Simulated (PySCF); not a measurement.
W²⁺: ionisation energy

W²⁺ [Xe] 4f14 5d4 (5D) → W³⁺ [Xe] 4f14 5d3 (4F), as a difference of total energies. All numbers are calculated (PySCF 2.14, the spin-free X2C one-electron Hamiltonian (Gaussian nucleus), in ANO-RCC-VTZP). Correlated levels: valence: [Xe] 4f14 frozen. The calculations carry no spin-orbit coupling.

| method | ionisation energy (eV) |
| --- | --- |
| UHF | 24.779 |
| LDA | 26.374 |
| PBE | 26.054 |
| PBE0 | 25.944 |
| r2SCAN | 25.836 |
| MP2 (valence) | 25.204 |
| SCS-MP2 (valence) | 24.921 |

How much does correlation contribute at MP2 (valence)?

25.204 − (24.779) = 0.425 eV, measured against UHF.

A first-order spin-orbit estimate (lowest level to lowest level, LS coupling) adds -0.246 eV.

Errors of the correlated levels include the incompleteness of this basis and the frozen core.

For comparison: 26 ± 0.4 eV (semi-empirical (NIST evaluation); NIST Atomic Spectra Database, ionization energies).
